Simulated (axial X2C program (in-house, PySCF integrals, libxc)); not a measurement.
**How long does RuH take?**

A bond scan computed with an in-house all-electron X2C program for linear molecules (integrals from PySCF). Basis: Ru dyall-cv3z [12s12p8d5f3g], H dyall-v3z [6s2p1d] (cores contracted in-house).

Input:
```json
{"zs": [44, 1], "q": 0, "bas": ["dyall-cv3z", "dyall-v3z"], "levels": ["PBE0", "HF", "r2SCAN"], "cc": true, "r0": 1.57, "thr": -2.0, "nmax": 90, "npts": 10, "nst": 2, "ntry": 6}
```
```bash
python so2c.py task.json out
```

Keys: zs atomic numbers; q charge; bas basis sets; levels methods; cc coupled cluster on or off; r0 starting distance in Å; thr threshold in hartree for freezing inner shells (an s shell follows its p shell); nmax most natural virtual spinors; npts points on the curve; nst determinants followed; ntry starts of the search. HF also brings MP2.

Hardware: 1 thread of Arm Neoverse V1, with other jobs on the host.

Wall time of one point of each curve, integrals apart:

```tsv
Hamiltonian	level	points	seconds a point
spin-free	PBE0	10	0.6
spin-free	HF	10	0.33
spin-free	CCSD(T) (9 electrons, 90 virtuals)	7	2.9
spin-free	r2SCAN	10	0.83
2c	PBE0	10	0.78
2c	HF	10	0.63
2c	CCSD(T) (9 electrons, 90 virtuals)	7	3.8
2c	r2SCAN	10	0.9
```

The rest:

Search with its distance optimisation 19 s, atoms 20 s, whole task 130 s. Coupled cluster runs on the points near the minimum only. The program drops outer points, and coupled cluster, when its time limit (not in the input) nears; MP2, further determinants and curves that did not converge are not in the table.
